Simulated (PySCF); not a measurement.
CH₄O₄, SMILES C(O)(O)(O)O. Atoms are numbered in the order given.

```xyz
9

O      0.8699    -0.7711    -0.7554
C      0.0000     0.0000     0.0000
O     -0.7711    -0.8699     0.7554
O      0.7711     0.8699     0.7554
O     -0.8699     0.7711    -0.7554
H      0.3594    -1.5164    -1.1026
H     -1.5164    -0.3594     1.1026
H      1.5164     0.3594     1.1026
H     -0.3594     1.5164    -1.1026
```
Charge 0, spin multiplicity 1.

Geometry optimised at B3LYP-D3(BJ)/def2-SVP. Other conformers were not sampled.

Level of theory: PBE/def2-TZVP (PySCF).

The molecule is in vacuum.

| Property | Result |
|---|---|
| total energy | -341.21756 hartree |
| point group | S4 |
| highest occupied level | -6.94 eV |
| lowest empty level | -0.02 eV |
| orbital gap | 6.92 eV |
| dipole moment | 0.00 D |
| quadrupole, principal values (traceless, Buckingham form, about the centre of nuclear charge) | -0.36, -0.36, 0.71 D·Å |
| mean static polarisability | 31.6 bohr³ (4.68 Å³) |
| polarisability, principal values | 30.4, 32.2, 32.2 bohr³ |
